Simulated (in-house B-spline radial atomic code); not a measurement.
Configurations of P⁸⁺, with energies counted from [He] 2s2 (2p1/2)2 (2p3/2)1. Method: Dirac-Hartree-Fock, average of each configuration as written, Fermi nucleus of rms radius 3.1889 fm. Calculated with a B-spline radial code for spherical atoms. Energies include first-order Breit, QED and recoil terms.

Occupations are held fixed; configurations that lie above the ionisation limit could autoionise.

```
                      configuration  E - E(ref) (eV)  highest orbital  its <r> (bohr)
         [He] 2s2 (2p1/2)1 (2p3/2)2         -0.80003            2p3/2           0.425
                  [He] 2s2 (2p3/2)3           2.1138            2p3/2          0.4252
         [He] 2s1 (2p3/2)3 (3d3/2)1           282.31            3d3/2           1.106
[He] 2s1 (2p1/2)1 (2p3/2)2 (4f5/2)1           336.82            4f5/2           1.992
         [He] 2s1 (2p3/2)3 (5f5/2)1            364.7            5f5/2           3.488
```

**Question.** Order these further configurations by energy, lowest first.
A. [He] 2s2 (2p1/2)1 (2p3/2)1 (5f7/2)1
B. [He] 2s1 (2p1/2)2 (2p3/2)1 (5d3/2)1
C. [He] 2s1 (2p1/2)1 (2p3/2)2 (6f5/2)1
D. [He] 2s2 (2p1/2)2 6s1
E. [He] 2s2 (2p3/2)2 (5g9/2)1

**Answer.** A (321.14 eV), E (323.34 eV), D (333 eV), B (361.29 eV), C (375.15 eV).

**Question.** Is the reference the lowest configuration at this level of theory?

**Answer.** No: [He] 2s2 (2p1/2)1 (2p3/2)2 lies 0.8 eV lower. Averages of configurations without correlation can order differently from the measured ground levels.
